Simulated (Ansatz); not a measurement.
## Molecular dynamics of C2H6FSi

input.yaml

```yaml
crystal:
  periodic: [false, false, false]
  atoms:
    - { symbol: H, position_ang: [0.500355, -0.566774, 0.163088] }
    - { symbol: Si, position_ang: [1.81703, -1.224858, -0.09703] }
    - { symbol: F, position_ang: [1.639493, -2.38767, -1.223957] }
    - { symbol: C, position_ang: [-1.368269, 0.960581, 0.812132] }
    - { symbol: C, position_ang: [-1.893334, 1.278691, -0.354465] }
    - { symbol: H, position_ang: [2.331134, -1.838018, 1.168351] }
    - { symbol: H, position_ang: [2.804541, -0.21267, -0.588636] }
    - { symbol: H, position_ang: [-1.568486, 1.145069, 1.867999] }
    - { symbol: H, position_ang: [-1.467341, 0.935274, -1.306385] }
    - { symbol: H, position_ang: [-2.795224, 1.910376, -0.441197] }
magnetization:
  spin_polarized: true
  initial_magnetization: 1
basis:
  gaussian: { orbitals: "6-31G*" }
hamiltonian:
  xc: blyp
  dispersion: d4
md:
  timestep: 0.5
  n_steps: 200
  ensemble: nve
  temperature: 300.0
  initial_velocities: maxwell_boltzmann
  seed: 7853
```

Run as:

```bash
$ ansatz run input.yaml --threads 2 --pin off --max-ram 3072MiB --backend cpu --events-out ev --progress --plain --runs-dir out
```

It starts at the highest image of a converged band. Of that band: A vibrational analysis at the climbing image gives one clearly imaginary mode, 41i cm⁻¹, and a faint second one (18i cm⁻¹) that may be numerical noise or a soft torsion: probably a first-order saddle point.

Output, in part (step lines, the closing report, with atoms numbered from 0):

```
md step     0: t =     0.00 fs  T =   300.0 K  F+E_penalty+E_count = -12762.20824936 eV  E_kin = 0.310224 eV  conserved = -12761.89802536 eV  (30 SCF iters)
[... lines left out ...]
Total energy: -12762.06911022 eV, -468.9973893594 hartree
Atom 0 at     1.132775    -0.004404     0.185406 Å, force    -0.520271     0.357752     0.217821 eV/Å
Atom 1 at     1.876450    -1.250430     0.021609 Å, force     1.112272    -0.719190    -0.365786 eV/Å
Atom 2 at     1.353330    -2.092879    -1.272770 Å, force    -0.261483     0.043977     0.100540 eV/Å
Atom 3 at    -1.109293     0.964959     0.641668 Å, force    -0.096877    -0.336286     0.236759 eV/Å
Atom 4 at    -1.916595     0.972402    -0.406422 Å, force     2.139197    -0.507679    -0.042447 eV/Å
Atom 5 at     1.921056    -2.172034     1.218813 Å, force    -0.258866     0.284812    -0.099675 eV/Å
Atom 6 at     3.300954    -0.874110    -0.287161 Å, force    -0.043950     0.019254     0.127351 eV/Å
Atom 7 at    -1.207550     1.135494     1.719900 Å, force     0.056344     0.162031    -0.162641 eV/Å
Atom 8 at    -1.543233     0.632335    -1.391401 Å, force    -0.356788     0.157390     0.155738 eV/Å
Atom 9 at    -2.869800     1.409815    -0.317587 Å, force    -1.769579     0.537938    -0.167659 eV/Å
Dipole moment:    -0.147710     0.217233     0.247157 e Å
```

The steps, from the saved trajectory:

```json
{"time (fs)": "0.0", "T (K)": "300", "potential energy less start (eV)": "0.000", "conserved less start (meV/atom)": "0.00"}
{"time (fs)": "3.0", "T (K)": "131", "potential energy less start (eV)": "0.177", "conserved less start (meV/atom)": "0.22"}
{"time (fs)": "6.0", "T (K)": "187", "potential energy less start (eV)": "0.117", "conserved less start (meV/atom)": "0.05"}
{"time (fs)": "9.0", "T (K)": "121", "potential energy less start (eV)": "0.187", "conserved less start (meV/atom)": "0.19"}
{"time (fs)": "12.0", "T (K)": "151", "potential energy less start (eV)": "0.156", "conserved less start (meV/atom)": "0.12"}
{"time (fs)": "15.0", "T (K)": "188", "potential energy less start (eV)": "0.117", "conserved less start (meV/atom)": "0.13"}
{"time (fs)": "18.0", "T (K)": "185", "potential energy less start (eV)": "0.120", "conserved less start (meV/atom)": "0.10"}
{"time (fs)": "21.0", "T (K)": "184", "potential energy less start (eV)": "0.121", "conserved less start (meV/atom)": "0.13"}
{"time (fs)": "24.0", "T (K)": "206", "potential energy less start (eV)": "0.098", "conserved less start (meV/atom)": "0.11"}
{"time (fs)": "27.0", "T (K)": "124", "potential energy less start (eV)": "0.184", "conserved less start (meV/atom)": "0.17"}
{"time (fs)": "30.0", "T (K)": "164", "potential energy less start (eV)": "0.142", "conserved less start (meV/atom)": "0.11"}
{"time (fs)": "33.0", "T (K)": "179", "potential energy less start (eV)": "0.126", "conserved less start (meV/atom)": "0.08"}
{"time (fs)": "36.0", "T (K)": "145", "potential energy less start (eV)": "0.162", "conserved less start (meV/atom)": "0.18"}
{"time (fs)": "39.0", "T (K)": "223", "potential energy less start (eV)": "0.080", "conserved less start (meV/atom)": "0.06"}
{"time (fs)": "42.0", "T (K)": "99", "potential energy less start (eV)": "0.210", "conserved less start (meV/atom)": "0.22"}
{"time (fs)": "45.0", "T (K)": "211", "potential energy less start (eV)": "0.092", "conserved less start (meV/atom)": "0.05"}
{"time (fs)": "48.0", "T (K)": "169", "potential energy less start (eV)": "0.137", "conserved less start (meV/atom)": "0.17"}
{"time (fs)": "51.0", "T (K)": "198", "potential energy less start (eV)": "0.107", "conserved less start (meV/atom)": "0.09"}
{"time (fs)": "54.0", "T (K)": "156", "potential energy less start (eV)": "0.151", "conserved less start (meV/atom)": "0.17"}
{"time (fs)": "57.0", "T (K)": "138", "potential energy less start (eV)": "0.169", "conserved less start (meV/atom)": "0.12"}
{"time (fs)": "60.0", "T (K)": "142", "potential energy less start (eV)": "0.165", "conserved less start (meV/atom)": "0.16"}
{"time (fs)": "63.0", "T (K)": "214", "potential energy less start (eV)": "0.090", "conserved less start (meV/atom)": "0.06"}
{"time (fs)": "66.0", "T (K)": "132", "potential energy less start (eV)": "0.175", "conserved less start (meV/atom)": "0.19"}
{"time (fs)": "69.0", "T (K)": "218", "potential energy less start (eV)": "0.086", "conserved less start (meV/atom)": "0.09"}
{"time (fs)": "72.0", "T (K)": "162", "potential energy less start (eV)": "0.144", "conserved less start (meV/atom)": "0.16"}
{"time (fs)": "75.0", "T (K)": "171", "potential energy less start (eV)": "0.134", "conserved less start (meV/atom)": "0.10"}
{"time (fs)": "78.0", "T (K)": "159", "potential energy less start (eV)": "0.146", "conserved less start (meV/atom)": "0.09"}
{"time (fs)": "81.0", "T (K)": "100", "potential energy less start (eV)": "0.209", "conserved less start (meV/atom)": "0.20"}
{"time (fs)": "84.0", "T (K)": "218", "potential energy less start (eV)": "0.086", "conserved less start (meV/atom)": "0.08"}
{"time (fs)": "87.0", "T (K)": "174", "potential energy less start (eV)": "0.132", "conserved less start (meV/atom)": "0.16"}
{"time (fs)": "90.0", "T (K)": "188", "potential energy less start (eV)": "0.116", "conserved less start (meV/atom)": "0.08"}
{"time (fs)": "93.0", "T (K)": "164", "potential energy less start (eV)": "0.142", "conserved less start (meV/atom)": "0.15"}
{"time (fs)": "96.0", "T (K)": "174", "potential energy less start (eV)": "0.131", "conserved less start (meV/atom)": "0.11"}
{"time (fs)": "99.0", "T (K)": "147", "potential energy less start (eV)": "0.160", "conserved less start (meV/atom)": "0.18"}
```

All steps were run. The conserved energy stayed within 0.24 meV per atom of its start (net change 0.13 meV per atom), so the integration is sound. The temperature averaged 0.56 of the 300 K drawn at the start: a run that starts near a minimum puts about half its kinetic energy into the potential. A run of 0.1 ps of so small a system gives no equilibrium averages.

The step under study would form H1–C4 and break H1–Si2. These pairs go: H1–C4 2.50 → 2.48 Å, H1–Si2 1.49 → 1.46 Å. In the last frame they stand as before the step (other bonds may differ from the relaxed reactants and products). It ends as C2H3 + FH3Si. Pairs count as bonded within 1.25 times the sum of covalent radii (0.12 Å more for H–H).

Last frame:

```xyz
10
Properties=species:S:1:pos:R:3
H 1.133 -0.004 0.185
Si 1.876 -1.250 0.022
F 1.353 -2.093 -1.273
C -1.109 0.965 0.642
C -1.917 0.972 -0.406
H 1.921 -2.172 1.219
H 3.301 -0.874 -0.287
H -1.208 1.135 1.720
H -1.543 0.632 -1.391
H -2.870 1.410 -0.318
```

Time of the run: 3.7 min on 2 threads of Intel(R) Xeon(R) Platinum 8488C (Sapphire Rapids), with other jobs on the host, peak memory 0.15 GiB.
